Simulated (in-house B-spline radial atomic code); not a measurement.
Tl is squeezed into an impenetrable sphere of radius R (the orbitals vanish at R). Computed with an all-electron radial atomic-structure program (B-spline basis): Dirac-Hartree-Fock, average of configuration, Fermi nucleus of rms radius 5.4759 fm.

Energies in eV above the free atom in [Xe] 4f14 5d10 6s2 6p1:

```csv
R (bohr),highest level (eV),[Xe] 4f14 5d10 6s2 6p1,[Xe] 4f14 5d10 6s2 6f1,[Xe] 4f14 5d10 5f1 6s1 6p1
8.15,-4.61,0.1851,19.26,16.02
6.04,-3.51,1.351,31.18,21.9
5.3,-2.24,2.95,39.01,26.26
4.4,1.35,8.449,55.82,36.17
3.87,5.98,16.96,74.39,47.76
3.06,23.7,58.32,140.4,93.23
2.4,69,199.5,316.2,230.9
2.22,94.1,292.6,422.1,318.9
1.79,210,813.3,979.6,805.2
1.46,422,2030,2226,1942
```

(1) Does [Xe] 4f14 5d10 6s2 6f1 fall below [Xe] 4f14 5d10 6s2 6p1 under compression?

(2) Does [Xe] 4f14 5d10 5f1 6s1 6p1 fall below [Xe] 4f14 5d10 6s2 6p1 under compression?

The highest level is first positive in the row R = 4.4 bohr, pushed up by confinement above the zero of the free ion's potential. Each configuration is held fixed and needn't be the lowest in the sphere.

Results:

(1) No, it stays above over the whole range.

(2) Yes, between R = 2.22 and 1.79 bohr the order changes (near 1.89 bohr by linear interpolation).
